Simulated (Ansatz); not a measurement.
Reaction (substitution at a C–C bond): `CCC#CCCCC` + `OC(O)O` → `COC(O)O` + `CCC#CCCC`

Isolated molecules relaxed with PBE0-D4/def2-TZVP in Ansatz; ΔE leaves out vibrations. CCSD(T)/CBS adds triple-zeta CCSD(T) − MP2 to the extrapolated MP2 energy (def2 sets, frozen cores). Functionals use def2-TZVPP. HSE06 is defined as in plane-wave codes. One conformer a species, not always the lowest.

| level | ΔE (kJ/mol) | difference from CCSD(T)/CBS |
| --- | --- | --- |
| BLYP-D4 | 34.1 | -9.4 |
| HSE06-D4 | 42.0 | -1.5 |
| BHLYP-D4 | 37.3 | -6.2 |
| ωB97X-V | 38.0 | -5.5 |
| PBE0 | 41.4 | -2.1 |
| HSE06 | 41.4 | -2.1 |
| HF/def2-TZVPP | 34.5 | -9.0 |
| SCS-MP2/def2-TZVPP | 41.4 | -2.1 |
| CCSD/def2-TZVPP | 41.5 | -2.0 |
| CCSD/CBS(def2) | 43.7 | 0.2 |
| CCSD(T)/CBS | 43.5 | 0 |

Largest T1 diagnostic among the species: 0.011.

From BLYP to BHLYP (50 % exact exchange), in def2-TZVPP and without D4, ΔE moves by +3.6 kJ/mol. At CCSD(T), def2-SVP lies −7.2 kJ/mol from the extrapolated value and def2-TZVPP −2.2 kJ/mol. Leaving LDA and LC-ωPBE aside and taking each functional with its dispersion term where it has one, the values, not all of them listed here, spread over 9.8 kJ/mol, from BLYP-D4 to PBE-QIDH.

CCSD(T)/CBS has its own doubt, a few kJ/mol and more with outer-core shells, so smaller differences from it don't rank the levels.
